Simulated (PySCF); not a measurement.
**Where the electron goes**

Compound: Zn(SiH3)2 (singlet state).
Structure used (PBE0-D3(BJ)/def2-SVP), in Å, numbered top down from 1:
```
atom  x, y, z in Å
Zn1    0.0087    0.0080    0.0000
Si2    0.0008   -0.0158    2.3942
H3     0.9020   -1.0783    2.9512
H4    -1.3683   -0.2774    2.9499
H5     0.4605    1.2882    2.9768
Si6    0.0015    0.0178   -2.3942
H7     1.3366    0.3949   -2.9656
H8    -0.9962    0.9900   -2.9514
H9    -0.3455   -1.3276   -2.9609
```

Method used: TDDFT B3LYP/def2-SVPD, vertical, gas phase, core orbitals frozen in the response (PySCF).

Frontier orbitals with the atoms that hold most of them (Löwdin shares over 4%, at most four atoms; ? is withheld):

```
orbital  ε (eV)                             atoms
 LUMO+2   -0.53  Zn1 25%, Si6 24%, Si2 24%, H7 4%
 LUMO+1   -1.64         Zn1 56%, Si2 17%, Si6 17%
   LUMO   -1.64         Zn1 56%, Si6 17%, Si2 17%
   HOMO   -6.69         Si6 26%, Si2 26%, Zn1 25%
 HOMO-1   -8.90                                 ?
 HOMO-2   -9.30  Si6 22%, Si2 22%, H3 16%, H8 16%
 HOMO-3   -9.30  Si2 22%, Si6 22%, H7 16%, H4 16%
```

(1) Which atoms hold the HOMO-1, and with what shares?

Answers

(1) Zn1 (bonded to 2 Si) 37%; Si2 (bonded to Zn and 3 H) 23%; Si6 (bonded to Zn and 3 H) 23%. By element: silicon 47%, zinc 37%.

Within 0.005 eV of a neighbour in this list lie HOMO-3/HOMO-2 and LUMO/LUMO+1.

Task: The HOMO–LUMO gap is 5.05 eV. Where does the response calculation put the lowest singlet, and from which orbitals?

Result: S1 is at 4.14 eV (f = 0.0000), 0.91 eV below the gap, made of HOMO→LUMO/LUMO+1 (99%). S1/S2 lie within about 0.01 eV of each other. Without the coupling terms of the response equations the lowest excitation would equal the gap.

For S1 the Löwdin share of zinc is 25% in HOMO and 56% in LUMO.

Next come S2 at 4.14 eV (f 0.0000), HOMO→LUMO/LUMO+1 (99%); S3 at 5.76 eV (f 0.680), HOMO→LUMO+2 (93%); S4 at 6.60 eV (f 0.0015), HOMO→LUMO+4 (76%), HOMO-1→LUMO/LUMO+1 (≥20%); S5 at 6.60 eV (f 0.0015), HOMO→LUMO+5 (76%), HOMO-1→LUMO/LUMO+1 (≥20%).

Orbitals of the list HOMO-3 to LUMO+2 that lie within 0.01 eV of each other are written together with a slash and their weights summed (≥ marks a lower bound); for degenerate orbitals outside that list single weights are arbitrary.

Time: 8.7 s wall. Hardware: x86-64 server, one thread, no GPU, shared host.
